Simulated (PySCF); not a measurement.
SiH3ClO3

The system: SiH3ClO3, a small molecule; neutral, singlet. The structure, one conformer, was relaxed in the gas phase by PBE0-D3(BJ)/def2-SVP. No frequency run checks that it is a minimum.

SMILES: O[Si](O)(O)Cl

```xyz
8

O    -0.101    1.355   -0.602
Si   -0.021   -0.074    0.194
O     1.338   -0.122    1.105
O    -0.007   -1.308   -0.881
Cl   -1.675   -0.258    1.427
H    -0.183    2.151   -0.069
H     1.477   -0.902    1.650
H    -0.782   -1.416   -1.439
```
Atom numbers follow the order of the file, from 1.

Shieldings: GIAO PBE0/pcSseg-2. Shifts are against computed references at the same level: H TMS (σ 31.24 ppm), Si TMS (σ 341.3 ppm). Core levels by delta-SCF with SCAN, pcX-2 on the ionised atom and pcseg-1 elsewhere, spin-free X2C (2p3/2 is the spin-free 2p value less a third of a first-order spin-orbit splitting); from the vacuum level, for chosen atoms.

Q: Give the NMR and core-level values of the distinct atoms.

A: 
```csv
atoms,bonded to,σ (ppm),δ (ppm),core level (eV)
O1 O3 O4,1 Si + 1 H,260.9,-,1s 539.34
Si2,1 Cl + 3 O,395.6,-54.3,2p3/2 109.29
Cl5,1 Si,883.6,-,2p3/2 206.20
H6 H7 H8,1 O,29.12,2.12,-
```

Values are those of this one static structure; atoms that internal rotation interchanges would show their mean in an NMR spectrum.

Q: By CAM-B3LYP/def2-SVPD (TDDFT singlets, Tamm-Dancoff triplets, ionisation by delta-SCF), where does absorption start, and what does vertical ionisation take?

A: The lowest singlet lies at 7.90 eV (f 0.026), the strongest of the first 6 at 8.49 eV (f 0.110), the lowest triplet at 7.62 eV; vertical ionisation takes 12.48 eV.
